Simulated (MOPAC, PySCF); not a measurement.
C2H3NS, SMILES `C(C#N)S`, neutral singlet in the gas phase. 

Cartesian coordinates (Å):
```xyz
7

N      2.1254     0.8467     0.1807
C      1.1555     0.2289     0.1678
C     -0.0791    -0.5371     0.1767
S     -1.5469     0.4504    -0.3048
H     -0.0159    -1.3424    -0.5553
H     -0.2277    -0.9870     1.1574
H     -1.4535     1.3401     0.6970
```
Charge 0, spin multiplicity 1.

All levels are single points at this geometry (B3LYP-D3(BJ)/def2-TZVP); Pople sets use spherical d functions. Orbital energies aren't observables, and empty levels follow the basis.

HF/3-21G in PySCF gives dipole (D) = 2.98.

Problem. Estimate the dipole (D) from each of these levels: B3LYP-D3(BJ)/def2-TZVP in PySCF; B3LYP/3-21G in PySCF; PBE/6-31G* in PySCF; PM3 in MOPAC; PM6 in MOPAC.

Solution. 
| level | dipole (D) |
|---|---|
| B3LYP-D3(BJ)/def2-TZVP in PySCF | 3.24 |
| B3LYP/3-21G in PySCF | 2.71 |
| PBE/6-31G* in PySCF | 2.90 |
| PM3 in MOPAC | 2.38 |
| PM6 in MOPAC | 2.83 |
